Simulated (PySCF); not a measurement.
**Radial density of Mn²³⁺ (manganese, charge +23)**

UHF, 1s2, closed-shell 1S. All numbers are calculated (PySCF 2.14, the spin-free X2C one-electron Hamiltonian (Gaussian nucleus), in an even-tempered Gaussian basis (17 s from 24 bohr⁻², ratio 2.2; 7 p from 37 bohr⁻², ratio 2.4; 4 d from 110 bohr⁻², ratio 2.4; 3 f from 160 bohr⁻², ratio 2.4; 3 g from 250 bohr⁻², ratio 2.4)).

```tsv
r (bohr)	4πr²ρ (e/bohr)
0.000802	0.1081
0.00135	0.2798
0.00227	0.7127
0.00382	1.765
0.00642	4.167
0.0108	9.060
0.0182	17.10
0.0305	25.35
0.0514	24.94
0.0864	12.29
0.145	1.893
0.244	0.04148
0.411	3.609e-05
```

Densities and radii are taken from the X2C orbitals without a picture-change correction, which distorts them close to the nucleus.
